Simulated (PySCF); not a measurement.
## Magnetic susceptibility: SMILES C#C[C@@]12C=CC[C@@H]1CC2, C₉H₁₀

Geometry (Å), atoms numbered from 1 in this order:
```xyz
19

C     2.8320    0.4764    1.3878
C     1.8522    0.2577    0.7348
C     0.6683    0.0154   -0.0488
C     0.4453   -1.4422   -0.3380
C    -0.7448   -1.8527    0.0657
C    -1.5523   -0.7701    0.7216
C    -0.7028    0.4862    0.5184
C    -0.9481    1.2701   -0.7834
C     0.4699    0.9432   -1.2733
H     3.6915    0.6635    1.9592
H     1.2025   -2.0369   -0.8194
H    -1.1314   -2.8535   -0.0319
H    -2.5400   -0.6705    0.2651
H    -1.7000   -0.9964    1.7813
H    -0.6491    1.1128    1.4068
H    -1.1512    2.3309   -0.6491
H    -1.7318    0.8363   -1.4020
H     0.5367    0.4410   -2.2367
H     1.1434    1.7981   -1.2654
```

The calculation used PySCF 2.14.0, GIAO PBE/pcSseg-1 magnetisability, rotational g tensor and spin-rotation constants, non-relativistic, gas phase. Geometry: GFN2-xTB.

Problem. What are the magnetisability and the molar susceptibility?

Solution. Isotropic -1330 × 10⁻³⁰ J/T², or -80.1 × 10⁻⁶ cm³/mol; principal values -1503, -1331, -1156 × 10⁻³⁰ J/T², anisotropy 301 × 10⁻³⁰ J/T² (root of half the summed squared differences of the principal values). The susceptibility is in cgs units.

Problem. Split it along the inertial axes a, b, c into diamagnetic and paramagnetic parts about the centre of mass, with the quadrupole moment.

Solution. 
```
axis  χ (10⁻⁶ cm³/mol)  diamagnetic (10⁻⁶ cm³/mol)  paramagnetic (10⁻⁶ cm³/mol)  summed x² of all electrons (Å²)  quadrupole Θ (D Å)
   a             -79.9                      -605.8                        525.9                            152.2               +2.69
   b             -82.0                      -858.0                        776.0                             92.8               -1.71
   c             -78.4                     -1039.5                        961.1                             50.0               -0.98
```
Anisotropies 2χaa − χbb − χcc = +0.6 and 2χbb − χaa − χcc = -5.7 × 10⁻⁶ cm³/mol. Θ is traceless in Buckingham's convention.

Problem. And the rotational g tensor?

Solution. 
```csv
axis,rotational constant (GHz),g,nuclear part,electronic part
a,2.5522,-0.0190,0.6116,-0.6306
b,1.6326,-0.0085,0.5866,-0.5952
c,1.3110,-0.0093,0.5826,-0.5920
```
Asymmetric top; isotopes 12C, 1H; no vibrational averaging.
